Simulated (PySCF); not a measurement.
K(9+) (potassium, charge +9): Hartree-Fock from Schrödinger to Dirac-Coulomb-Breit

Occupied: 1s1/2, 2s1/2, 2p1/2, 2p3/2. Hartree-Fock calculated with PySCF 2.14 in an uncontracted even-tempered set (17 s from 0.37 bohr⁻², ratio 2.7; 12 p from 0.44 bohr⁻², ratio 2.7), Gaussian nucleus throughout. NR is non-relativistic, sf-X2C the spin-free one-electron X2C Hamiltonian, X2C adds the bare one-electron spin-orbit term, X2C-SNSO screens it by Boettger's factors, DC is four-component Dirac-Coulomb, and the Gaunt and Breit terms are added at first order (total energies over the DC spinors, levels after relaxing the spinors in that mean field). QED terms are absent. Levels marked empty are virtual spinors of this ion.

| level (eV) | NR | sf-X2C | X2C | X2C-SNSO |
| --- | --- | --- | --- | --- |
| 1s1/2 | -3838.3 | -3855.3 | -3855.2 | -3855.2 |
| 2s1/2 | -584.57 | -588.05 | -588.05 | -588.05 |
| 2p1/2 | -505.64 | -506.18 | -508.51 | -508.26 |
| 2p3/2 | -505.64 | -506.18 | -505.03 | -505.16 |
| 3s1/2 (empty) | -174.53 | -175.22 | -175.22 | -175.22 |
| 3p1/2 (empty) | -155.19 | -155.37 | -155.74 | -155.70 |
| 3p3/2 (empty) | -155.19 | -155.37 | -155.20 | -155.21 |

**Question.** Where do the four-component calculations put these levels?

**Answer.** 1s1/2: DC -3856.4, DC+Gaunt -3853.7, DC+Breit -3853.8; 2s1/2: DC -588.15, DC+Gaunt -587.97, DC+Breit -587.98; 2p1/2: DC -508.27, DC+Gaunt -507.95, DC+Breit -507.99; 2p3/2: DC -505.21, DC+Gaunt -505.00, DC+Breit -505.03; 3s1/2 (empty): DC -175.23, DC+Gaunt -175.20, DC+Breit -175.20; 3p1/2 (empty): DC -155.70, DC+Gaunt -155.65, DC+Breit -155.66; 3p3/2 (empty): DC -155.22, DC+Gaunt -155.19, DC+Breit -155.19 (eV).

```tsv
Hamiltonian	E (hartree)	E − E(DC) (hartree)	CPU seconds
NR	-571.1641	2.3072	0.15
sf-X2C	-573.4099	0.0614	0.08
X2C	-573.4128	0.0585	0.1
X2C-SNSO	-573.4122	0.0591	0.1
DC	-573.4713	0.0000	4.3
DC+Gaunt	-573.3043	0.1669	8.2
DC+Breit	-573.3170	0.1543	28
```

Weight of the small component: 1s1/2 0.00461, 2s1/2 0.000783, 2p1/2 0.000752, 2p3/2 0.000747, 3s1/2 0.000197, 3p1/2 0.000183, 3p3/2 0.000182.

Koopmans' value for the highest occupied level at DC+Breit: 505.03 eV, against an ionisation energy of 503.67 ± 0.07 eV (semi-empirical (NIST evaluation); NIST Atomic Spectra Database, ionization energies); the former lacks relaxation, correlation, QED and recoil.

The whole ladder took 42 s of wall time on 1 thread of Intel(R) Xeon(R) 6975P-C (shared host), launched as `OMP_NUM_THREADS=1 python relrun2.py TASK.json OUT` (a driver that calls PySCF for each Hamiltonian).
